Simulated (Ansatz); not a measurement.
`[SiH3][O][Mg][SH]` + `C[NH][AlH][OH]` → `[OH][Mg][SH]` + `C[NH][AlH][O][SiH3]`  (redistribution)

Gas-phase electronic energies from Ansatz, PBE0-D4/def2-TZVP geometries. CCSD(T)/CBS adds triple-zeta CCSD(T) − MP2 to the extrapolated MP2 energy (def2 sets, frozen cores). Functionals use def2-TZVPP. For Mg outer-core shells are correlated without core-valence functions, which leaves a few kJ/mol of doubt a bond. Each species was taken in one conformer, which may not be the lowest.

```csv
level,ΔE (kJ/mol)
r2SCAN-D4,7.4
SCS-MP2/def2-TZVPP,8.0
CCSD/def2-TZVPP,7.9
CCSD(T)/def2-TZVPP,8.8
```

Q: What does CCSD(T)/CBS give? (Best estimate.)

A: The calculation gave: +9.7 kJ/mol. The listed levels differ from it by -2.3, -1.7, -1.8, -0.9 kJ/mol.

Largest T1 diagnostic among the species: 0.011.

The D4 term adds −3.4 kJ/mol with B3LYP and −2.2 kJ/mol with PBE0; it sums over pairs of atoms, weighted by their polarisabilities, and B3LYP, whose exchange is more repulsive, gets the larger term.

B3LYP here is the variant with VWN-RPA as its local correlation; programs differ in this.
